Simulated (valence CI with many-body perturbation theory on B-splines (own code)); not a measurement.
The numbers below are computed, except where a source is named.
## Ladder of approximations for Sn XLIV

Method: relativistic CI+MBPT: five valence electrons over a frozen Dirac-Fock core [He], radial functions for each j: 9 s, 9 p, 8 d, 6 f, 3 g, 1 h, with the one-electron correlation potential Σ1, the two-electron term Σ2, the three-electron term Σ3, Breit, model QED; selected CI, second order for the rest (own B-spline code, finite nucleus).

No measured spectrum was set against this ion. As an estimate, large intervals hold to a few tenths of a per cent, small ones and those within an open d or f shell to about a per cent. Among the levels kept, up to 1400 cm⁻¹ of a level comes from second order outside the variational space, and about a tenth of that is noise between levels of different J, which matters for small intervals.

Each rung adds one term. CI alone is the Dirac-Coulomb CI over the frozen core; QED comes last and gives the full result, which names the levels. Energies are above (2s^2 2p1/2^2 2p3/2) J=3/2 on the same rung, in Ry.

Levels are named by their leading jj configuration (3d3/2^4 stands for four electrons in 3d with j = 3/2), which in mixed levels can hold well under half, so a name can repeat and another be missing. Letters in brackets count levels of one name in rising energy.

```tsv
Level	CI alone	Σ1	Σ2	Σ3	Breit	QED	Full
(2s^2 2p1/2 2p3/2^2) J=3/2	16.78	+0.006	-0.002	+0.001	-0.278	+0.036	16.55
(2s^2 2p1/2 2p3/2^2) J=5/2	18.38	+0.006	+0.001	-0.002	-0.493	+0.036	17.93
(2s^2 2p1/2 2p3/2^2) J=1/2	20.15	+0.006	+0.007	-0.004	-0.232	+0.033	19.96
(2s 2p1/2^2 2p3/2^2) J=5/2	31.38	-0.012	-0.014	-0.004	-0.100	-0.295	30.96
(2s 2p1/2^2 2p3/2^2) J=1/2	35.70	-0.011	-0.013	-0.009	+0.099	-0.295	35.47
(2s 2p1/2^2 2p3/2^2) J=3/2	35.97	-0.011	-0.024	-0.012	-0.038	-0.296	35.59
(2s^2 2p3/2^3) J=3/2	37.10	+0.011	+0.004	-0.003	-0.596	+0.066	36.58
(2s 2p1/2 2p3/2^3) J=3/2 [a]	49.50	-0.006	-0.013	-0.006	-0.264	-0.262	48.95
(2s 2p1/2 2p3/2^3) J=5/2	51.90	-0.006	-0.014	-0.009	-0.470	-0.262	51.14
(2s 2p1/2 2p3/2^3) J=1/2	54.06	-0.006	-0.024	-0.013	-0.262	-0.263	53.49
(2s 2p1/2 2p3/2^3) J=3/2 [b]	55.04	-0.006	-0.026	-0.015	-0.386	-0.264	54.34
(2p1/2^2 2p3/2^3) J=3/2	70.97	-0.023	-0.047	-0.020	0.000	-0.587	70.30
(2s 2p3/2^4) J=1/2	72.14	0.000	-0.016	-0.013	-0.539	-0.229	71.34
(2p1/2 2p3/2^4) J=1/2	89.17	-0.017	-0.042	-0.020	-0.300	-0.557	88.24
(2s^2 2p1/2^2 3s) J=1/2	285.25	+0.020	+0.007	-0.010	-0.217	+0.069	285.12
(2s^2 2p1/2^2 3p1/2) J=1/2	289.61	+0.016	+0.005	-0.010	-0.116	-0.025	289.48
(2s^2 2p1/2^2 3p3/2) J=3/2	295.47	+0.018	+0.002	-0.010	-0.223	-0.014	295.24
(2s^2 2p1/2^2 3d3/2) J=3/2	299.81	+0.020	+0.005	-0.009	-0.240	-0.022	299.56
(2s^2 2p1/2^2 3d5/2) J=5/2	301.84	+0.021	+0.005	-0.009	-0.318	-0.015	301.53
```

The middle columns are the shifts that each term adds.

Problem. How does the ionisation energy move along the ladder, and which term matters most?

Solution. CI alone 7078.5, + Σ1 7078.8, + Σ2 7078.9, + Σ3 7078.8, + Breit 7074.5, + QED 7074.2 eV. The largest step is Breit, -4.3 eV. NIST lists 7080 ± 50 eV (semi-empirical).
